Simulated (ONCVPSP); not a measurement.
**What the settings do to the ONCV potential of phosphorus (P)**

Base potential:

| Item | Value |
| --- | --- |
| Element | phosphorus |
| Generator | ONCVPSP 4.0.1 |
| Type | optimised norm-conserving Vanderbilt (ONCV) |
| Functional | PBE |
| Relativity | scalar-relativistic |
| Frozen core | [Ne] |
| Valence charge | 5 |
| Reference configuration | 3s2 3p2.75 (charge +0.25) |
| Partial waves | 3s: rc 1.45 bohr, ncon 3, nbas 6, qcut 4.6 1/bohr, 2 projectors, debl 3.9 Ha; 3p: rc 1.75 bohr, ncon 4, nbas 8, qcut 3.7 1/bohr, 2 projectors, debl 3.6 Ha; d scattering state at 0.41 Ha: rc 1.55 bohr, ncon 4, nbas 7, qcut 6.5 1/bohr, 2 projectors, debl 1.1 Ha |
| Local potential | polynomial inside 1.20 bohr (lpopt 5, dvloc0 6 Ha) |
| Core correction | none |

Cutoffs, loose and tight: the cutoffs (Ha) at which the residual kinetic energy of the hardest occupied pseudo-wave falls to 1 and 0.1 mHa per electron. They do not see the model core or the augmentation charge, which bear on the density cutoff. Test errors are all-electron minus pseudo excitation energies from the reference, over the configurations 3s2 3p3; 3s2 3p2; 3s2 3p1; 3s2 3p0. A dash means not determined; rows that change the core or the reference have their own tests.

A true bound ghost makes a file unfit for plane-wave use even where its test errors are small: the radial tests pick states by their node count and pass the ghost by.

```tsv
change	outcome	cutoff, loose	cutoff, tight	bound ghosts	GHOST(+) flags above zero	largest test error (meV)
base	generated	9.9 Ha	23 Ha	none	none	+20
d: ncon 5, nbas 8	generated	9.9 Ha	23 Ha	none	none	+20
p: qcut 2.9	generated	9.9 Ha	23 Ha	none	none	+21
s: rc 1.44	generated	9.9 Ha	23 Ha	none	none	+20
p: debl 0.9	generated	9.9 Ha	23 Ha	none	none	+20
s: qcut 6	generated	11 Ha	19 Ha	none	none	+18
p: rc 1.16; local potential polynomial inside 1.16 bohr (lpopt 5, dvloc0 6 Ha)	generated	133 Ha	158 Ha	p	p	+25
```

(1) What comes out with this change to the base: p: rc 1.45, qcut 4.5?

(2) What comes out with this change to the base: reference 3s1 3p4?

Answers

(1) outcome: generated; cutoff, loose: 9.9 Ha; cutoff, tight: 23 Ha; bound ghosts: none; GHOST(+) flags above zero: none; largest test error (meV): +24.

(2) outcome: generated; cutoff, loose: 9.9 Ha; cutoff, tight: 24 Ha; bound ghosts: none; GHOST(+) flags above zero: s; largest test error (meV): +149.
